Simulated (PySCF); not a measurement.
C₄H₈F₃OS (charge +1).
Cartesian coordinates in Å at the GFN2-xTB level; atoms count from 1:
```
atom  x, y, z in Å
C1    -1.4350    1.2310    0.3104
S2    -0.6750   -0.1309   -0.5760
C3    -0.9285   -1.6369    0.3649
O4    -1.2008   -0.2485   -1.8889
C5     1.1268    0.1842   -0.7319
C6     1.8596    0.3374    0.5966
F7     3.1461    0.5622    0.4210
F8     1.3476    1.3478    1.3123
F9     1.7207   -0.7621    1.3496
H10   -1.0851    1.2590    1.3363
H11   -2.5113    1.0787    0.2757
H12   -1.1964    2.1618   -0.1972
H13   -1.9919   -1.8628    0.3342
H14   -0.3833   -2.4486   -0.1096
H15   -0.5957   -1.5045    1.3882
H16    1.2430    1.0961   -1.3229
H17    1.5521   -0.6518   -1.2927
```

The closed-shell SCF was solved with PySCF and density fitting under several settings on one GFN2-xTB geometry (grid level 2 and gas phase unless stated).

```tsv
settings	basis functions	SCF cycles	E (Eh)	HOMO (eV)	LUMO (eV)
PBE0/pcSseg-1	200	14	-929.1025	-14.47	-5.40
PBE0/def2-SVPD	263	14	-928.6879	-14.50	-5.39
```

Problem. Estimate the row for these settings: HF/ANO-RCC-VDZP.

Solution. 
```tsv
settings	basis functions	SCF cycles	E (Eh)	HOMO (eV)	LUMO (eV)
HF/ANO-RCC-VDZP	170	11	-926.4101	-18.32	-1.88
```

Problem. Over all rows, what range does the HOMO–LUMO gap span?

Solution. From 9.07 eV (PBE0/pcSseg-1) to 16.44 eV (HF/ANO-RCC-VDZP). The functional of the narrowest has 25 % exact exchange, that of the widest 100 % exact exchange.

Problem. Compare two rows with the functional PBE0: PBE0/pcSseg-1 and PBE0/def2-SVPD. Which energy is lower, and by how much?

Solution. PBE0/pcSseg-1 (200 functions) lies 0.4146 Eh or 260 kcal/mol below PBE0/def2-SVPD (263 functions). The smaller set gives the lower energy; the two sets aren't nested, so the variational bound doesn't order them by size.

Cycle counts include a coarse-grid stage where the run had one. ANO-RCC sets were contracted for a scalar-relativistic Hamiltonian, but ran non-relativistically here.

One conformer stands for the species.
